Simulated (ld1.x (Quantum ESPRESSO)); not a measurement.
# An all-electron radial function and its pseudo partner (gallium (Ga))

Columns: radius, all-electron u(r) and pseudo u(r) of the 4s shell (level -9.11 eV) of gallium in the configuration [Ar] 3d10 4s2 4p1; BP86, scalar-relativistic, ultrasoft scheme, ld1.x (Quantum ESPRESSO) 7.5.

| r (bohr) | all-electron | pseudo |
| --- | --- | --- |
| 0.152 | -0.1917 | -0.0960 |
| 0.305 | 0.1100 | -0.1907 |
| 0.458 | 0.3110 | -0.2815 |
| 0.610 | 0.2481 | -0.3662 |
| 0.762 | 0.0607 | -0.4438 |
| 0.915 | -0.1501 | -0.5136 |
| 1.068 | -0.3360 | -0.5739 |
| 1.220 | -0.4810 | -0.6237 |
| 1.372 | -0.5859 | -0.6629 |
| 1.525 | -0.6554 | -0.6914 |
| 1.678 | -0.6955 | -0.7088 |
| 1.830 | -0.7119 | -0.7152 |
| 1.982 | -0.7106 | -0.7108 |
| 2.135 | -0.6958 | -0.6958 |
| 2.288 | -0.6713 | -0.6713 |
| 2.440 | -0.6402 | -0.6402 |
| 2.592 | -0.6049 | -0.6049 |
| 2.745 | -0.5670 | -0.5670 |
| 2.898 | -0.5279 | -0.5279 |
| 3.050 | -0.4891 | -0.4891 |
| 3.202 | -0.4511 | -0.4511 |
| 3.355 | -0.4142 | -0.4142 |
| 3.508 | -0.3789 | -0.3789 |
| 3.660 | -0.3458 | -0.3458 |
| 3.812 | -0.3148 | -0.3148 |
| 3.965 | -0.2857 | -0.2857 |

(1) How many radial nodes do the two functions have?

(2) At about which radius was the pseudo-wave matched?

(3) Is the pseudo-wave norm-conserving?

Results:

(1) The all-electron 4s function has n − l − 1 = 3 (the table is too coarse to show those close to the nucleus); the pseudo-wave has 0, since the states of the same l below it are removed with the core.

(2) 2.10 bohr, where the columns begin to agree (steps of 0.15 bohr).

(3) No, it belongs to an ultrasoft set: the norm inside the radius is not constrained, and the difference is carried by the augmentation charge.
